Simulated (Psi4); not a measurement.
Pair of molecules: CH4 (SMILES C) (first 5 atoms) with C3H8 (SMILES CCC); geometry from B3LYP-D3(BJ)/def2-TZVP, rigid monomers moved along the line of their centres of mass till C1···H12 is 5.63 Å.
(charge 0, multiplicity 1):
```tsv
atom	x (Å)	y (Å)	z (Å)
C	0.0176	0.1592	0.1747
H	0.1125	0.2671	-0.9049
H	-0.8960	-0.3864	0.4061
H	0.8746	-0.3891	0.5626
H	-0.0223	1.1443	0.6370
C	0.4020	-1.4519	6.3787
C	0.4713	0.0671	6.5105
C	-0.9066	0.7233	6.4991
H	1.3968	-1.9016	6.3854
H	-0.1680	-1.8910	7.2013
H	-0.0888	-1.7415	5.4466
H	1.0752	0.4756	5.6954
H	0.9922	0.3291	7.4363
H	-0.8354	1.8088	6.5919
H	-1.4374	0.5019	5.5703
H	-1.5216	0.3577	7.3253
```

These are SAPT0/jun-cc-pV(D+d)Z in Psi4 values and carry that method's errors.

**Question.** Give the four SAPT terms and the total, and say what mostly holds the pair together.

**Answer.** electrostatics 0.00, exchange 0.00, induction 0.00, dispersion -0.05, total -0.05 kcal/mol; the largest attraction is dispersion.
